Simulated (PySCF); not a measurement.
## Spin-rotation constants: `CCc1nnccc1Cl`, C6H7ClN2

Molfile (atoms numbered from 1):
```
C6H7ClN2
     RDKit          3D

 16 16  0  0  0  0  0  0  0  0999 V2000
   -2.2882   -0.1828   -0.1846 C   0  0  0  0  0  0  0  0  0  0  0  0
   -1.3600   -0.3164    1.0246 C   0  0  0  0  0  0  0  0  0  0  0  0
    0.0261    0.1169    0.6687 C   0  0  0  0  0  0  0  0  0  0  0  0
    0.3745    1.3455    1.0088 N   0  0  0  0  0  0  0  0  0  0  0  0
    1.5382    1.8372    0.7208 N   0  0  0  0  0  0  0  0  0  0  0  0
    2.4253    1.1121    0.0736 C   0  0  0  0  0  0  0  0  0  0  0  0
    2.1735   -0.1990   -0.3300 C   0  0  0  0  0  0  0  0  0  0  0  0
    0.9287   -0.7096   -0.0226 C   0  0  0  0  0  0  0  0  0  0  0  0
    0.5099   -2.3251   -0.4702 Cl  0  0  0  0  0  0  0  0  0  0  0  0
   -2.3100    0.8489   -0.5261 H   0  0  0  0  0  0  0  0  0  0  0  0
   -1.9485   -0.8135   -1.0027 H   0  0  0  0  0  0  0  0  0  0  0  0
   -3.2968   -0.4837    0.0865 H   0  0  0  0  0  0  0  0  0  0  0  0
   -1.3460   -1.3540    1.3622 H   0  0  0  0  0  0  0  0  0  0  0  0
   -1.7183    0.3218    1.8318 H   0  0  0  0  0  0  0  0  0  0  0  0
    3.3714    1.5928   -0.1285 H   0  0  0  0  0  0  0  0  0  0  0  0
    2.9128   -0.7822   -0.8560 H   0  0  0  0  0  0  0  0  0  0  0  0
  1  2  1  0
  2  3  1  0
  3  4  1  0
  4  5  2  0
  5  6  1  0
  6  7  2  0
  7  8  1  0
  8  9  1  0
  8  3  2  0
  1 10  1  0
  1 11  1  0
  1 12  1  0
  2 13  1  0
  2 14  1  0
  6 15  1  0
  7 16  1  0
M  END
```

Method: PySCF 2.14.0, GIAO B97-2/pcSseg-1 magnetisability, rotational g tensor and spin-rotation constants, non-relativistic, gas phase. Geometry: GFN2-xTB.

Task: Give the nuclear spin-rotation constants along the inertial axes (H = +C I·J) beside the isotropic shieldings.

Result: Rotational constants 1.8724, 1.3741, 0.8481 GHz. A star marks the isotopologue with that one atom substituted, in its own axes.
| atom | isotope | Caa (kHz) | Cbb (kHz) | Ccc (kHz) | mean (kHz) | σ (ppm) |
| --- | --- | --- | --- | --- | --- | --- |
| N4 | 14N | 0.707 | 0.326 | 0.048 | 0.360 | -182.8 |
| N5 | 14N | 0.579 | 0.432 | 0.040 | 0.350 | -182.0 |
| Cl9 | 35Cl | 0.296 | 0.404 | 0.244 | 0.315 | 730.4 |
| H10 | 1H | -0.106 | -0.111 | -0.051 | -0.089 | 30.6 |
| H11 | 1H | -0.160 | -0.038 | -0.068 | -0.089 | 30.3 |
| H12 | 1H | -0.058 | -0.080 | -0.090 | -0.076 | 30.4 |
| H13 | 1H | -0.050 | -0.114 | -0.046 | -0.070 | 28.5 |
| H14 | 1H | -0.166 | 0.011 | -0.067 | -0.074 | 28.4 |
| H15 | 1H | 0.117 | -0.058 | -0.072 | -0.004 | 22.6 |
| H16 | 1H | -0.208 | 0.146 | -0.085 | -0.049 | 24.5 |
| C1 | 13C* | 0.257 | 0.201 | 0.113 | 0.190 | 170.1 |
| C2 | 13C* | 0.306 | 0.221 | 0.146 | 0.224 | 152.9 |
| C3 | 13C* | 0.946 | 0.581 | 0.144 | 0.557 | 21.5 |
| C6 | 13C* | 0.861 | 0.540 | 0.148 | 0.516 | 35.6 |
| C7 | 13C* | 0.626 | 0.628 | 0.117 | 0.457 | 57.7 |
| C8 | 13C* | 0.817 | 0.541 | 0.154 | 0.504 | 39.7 |

For the geometry as given, no vibrational averaging.
